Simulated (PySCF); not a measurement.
Isomers of C3H9B and their computed core-level spectra.

Method: delta-SCF UKS SCAN, pcX-2 on the ionised atom, pcseg-1 elsewhere, spin-free X2C in PySCF 2.14.0. Geometries: PBE0-D3(BJ)/def2-SVP; isolated species, one conformer each.

Line lists (1s up to Mg, 2p3/2 beyond; areas count atoms within a level, one atom standing for each set equivalent by bonding):
1. B 1s: 195.69 eV; C 1s: 290.09 (area 1), 290.12 (area 1), 290.52 (area 1) eV
2. B 1s: 195.92 eV; C 1s: 290.38 (area 1), 290.57 (area 2) eV
3. B 1s: 195.53 eV; C 1s: 289.93 eV
4. B 1s: 196.22 eV; C 1s: 290.24 (area 1), 290.53 (area 1), 290.56 (area 1) eV

Structures:
A. `CB(C)C`
B. `BCCC`
C. `BC(C)C`
D. `C(BC)C`

**Question.** Match each list to its structure.

**Answer.** 
- 1 = D: another candidate has the same counts of sites, so positions decide. B 1s: 195.69 three-coordinate boron; C 1s: 290.09 sp3 carbon bound to boron, 290.12 sp3 carbon bound to boron, 290.52 methyl carbon.
- 2 = C: no other candidate has these counts of sites. B 1s: 195.92 three-coordinate boron; C 1s: 290.38 sp3 carbon bound to boron, 290.57 methyl carbon (×2).
- 3 = A: no other candidate has these counts of sites. B 1s: 195.53 three-coordinate boron; C 1s: 289.93 sp3 carbon bound to boron (×3).
- 4 = B: another candidate has the same counts of sites, so positions decide. B 1s: 196.22 three-coordinate boron; C 1s: 290.24 sp3 carbon bound to boron, 290.53 methyl carbon, 290.56 chain CH2 carbon.
